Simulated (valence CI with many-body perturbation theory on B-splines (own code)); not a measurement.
# Which ion has this spectrum?

A relativistic CI+MBPT calculation for an atom or ion with 6 electrons gives these levels (× 10³ cm⁻¹):

| J | Parity | E | g |
| --- | --- | --- | --- |
| 0 | even | 0.00 |  |
| 1 | even | 7702.3 | 1.47 |
| 2 | even | 7846.6 | 1.14 |
| 2 | odd | 9828.5 | 1.51 |
| 1 | odd | 10468 | 1.11 |
| 2 | even | 15707 | 1.29 |
| 0 | even | 16157 |  |
| 2 | odd | 17324 | 1.55 |
| 3 | odd | 17666 | 1.30 |
| 0 | odd | 18103 |  |
| 1 | odd | 18267 | 1.30 |
| 2 | odd | 18346 | 1.05 |
| 1 | odd | 18377 | 1.31 |
| 2 | even | 20600 | 1.31 |

The energies are calculated, and their last digits are not significant.

Which is it?
A. Ho61+
B. Tm63+
C. Lu65+
D. Er62+

D. Er62+, ground level (2s^2 2p1/2^2) J=0.
